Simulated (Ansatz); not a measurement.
Input for Ansatz (a quantum-chemistry and plane-wave program): R-B3LYP/def2-TZVPP on BrH3SiSn (SMILES [SiH3][Sn][Br]), a point of a torsion scan. Elements past Kr take the def2 small-core potentials; no spin–orbit coupling.

Ansatz 0.2 input:
```yaml
crystal:
  periodic: [false, false, false]
  atoms:
    - {symbol: Si, position_ang: [-0.74391159, 0.03938585, -0.00462903]}
    - {symbol: Sn, position_ang: [1.51846691, 1.40141488, -0.13672686]}
    - {symbol: Br, position_ang: [2.96466589, -0.49159212, 0.73011414]}
    - {symbol: H, position_ang: [-1.08197041, -0.42765082, 1.35327213]}
    - {symbol: H, position_ang: [-1.94225906, 0.78732155, -0.43662554]}
    - {symbol: H, position_ang: [-0.75879757, -1.17663599, -0.83972318]}
basis:
  gaussian:
    orbitals: def2-TZVPP
hamiltonian:
  xc: {name: B3LYP}
scf: {lower_state_search: off}
```

Program output:

```
WARN ansatz: RAYON_NUM_THREADS=1 ignored (pool sized by the plan → 1); use --threads N
Functional definition: B3LYP
these checks for a lower state are left out or cut short: stability, starts, cluster_reference, orbital_swaps, neighbouring_geometries, increment
integrals: 0.12 GiB planned
1313 factors; their error is unknown
mean field: 0.99 GiB planned
mean field evaluation 1: about -83807.1831 eV, gradient 2.1e1 eV
mean field evaluation 2: about -83806.0140 eV, gradient 2.9e1 eV
mean field evaluation 4: about -83808.8836 eV, gradient 2.0e0 eV
mean field evaluation 8: about -83808.8932 eV, gradient 3.0e-2 eV
mean field evaluation 16: about -83809.3119 eV, gradient 3.3e-5 eV
mean field -83809.31185039 eV, -3079.9354025099 hartree, gradient 1.3e-6 eV, S^2 0.000000; 0 other end points of the search recorded, 0 dependent functions left out
reference -83809.31211181 eV, -3079.9354121169 hartree; 37, 37 occupied and 145, 145 virtual orbitals, 1313 factors
Total energy: -83809.31211181 eV, -3079.9354121169 hartree
Checks for a lower state left out: stability, starts, cluster_reference, orbital_swaps, neighbouring_geometries, increment
```

Self-consistency was reached.

Cost: very roughly 4 core-seconds.
